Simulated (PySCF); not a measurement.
Spectrum to structure. Theory: PySCF 2.14.0, density-fitted response routines, TDDFT PBE0/def2-SVPD, vertical, gas phase, core orbitals frozen in the response. Geometries: PBE0-D3(BJ)/def2-SVP, one conformer each.

```json
{"state": "S1", "E (eV)": "3.79", "f": "0.0000"}
{"state": "S2", "E (eV)": "5.00", "f": "0.0014"}
{"state": "S3", "E (eV)": "5.59", "f": "0.612"}
{"state": "S4", "E (eV)": "5.95", "f": "0.0021"}
{"state": "S5", "E (eV)": "6.09", "f": "0.012"}
{"state": "S6", "E (eV)": "6.51", "f": "0.0022"}
{"state": "S7", "E (eV)": "6.57", "f": "0.055"}
{"state": "S8", "E (eV)": "6.69", "f": "0.015"}
{"state": "S9", "E (eV)": "6.82", "f": "0.010"}
{"state": "S10", "E (eV)": "6.96", "f": "0.113"}
```

Triplets computed (Tamm–Dancoff): 3.26, 3.35, 4.13, 4.97 eV.

Question: Which candidate is it? All have the formula C7H13NSi.
A. `N([Si@@H]1C[C@H]1C#CC)(C)C`
B. `C1[C@@H](C)[C@@H](C[Si@H]1N)C#C`
C. `C=C(C)/C=N/[SiH2]C(=C)C`
D. `C#C[C@@H]1C[Si@H](N)C[C@@H]1C`

Answer: C. Its S1, at 3.79 eV, is the lowest among the candidates; the nearest of the others has S1 at 5.15 eV. S1 is HOMO→LUMO (98%). Löwdin shares by element: HOMO nitrogen 56%, carbon 13% or more, silicon 8%, hydrogen 6% or more (atoms not listed hold the other 16%); LUMO carbon 60% or more, nitrogen 23% (atoms not listed hold the other 17%). At the same level the other candidates give, for their lowest levels:
- `CC#C[C@@H]1C[Si@H]1N(C)C`: 5.15 eV (f 0.080); 5.25 eV (f 0.033); 5.61 eV (f 0.057); 5.71 eV (f 0.057); 5.84 eV (f 0.020); T1 4.45 eV; HOMO -5.70, LUMO 0.53 eV
- `C#C[C@@H]1C[Si@@H](N)C[C@H]1C`: 6.38 eV (f 0.023); 6.49 eV (f 0.001); 6.71 eV (f 0.009); 6.74 eV (f 0.002); 7.03 eV (f 0.012); T1 5.24 eV; HOMO -7.25, LUMO 0.43 eV
- `C#C[C@@H]1C[Si@H](N)C[C@@H]1C`: 6.34 eV (f 0.016); 6.48 eV (f 0.001); 6.69 eV (f 0.002); 6.71 eV (f 0.001); 7.00 eV (f 0.033); T1 5.24 eV; HOMO -7.24, LUMO 0.42 eV

The values belong to the conformer `[CH2:1]=[C:2]([CH3:3])/[CH:4]=[N:5]/[SiH2:6][C:7](=[CH2:8])[CH3:9]`: C1–C2–C4–N5 180°, C4–N5–Si6–C7 -126°, N5–Si6–C7–C8 -2°.
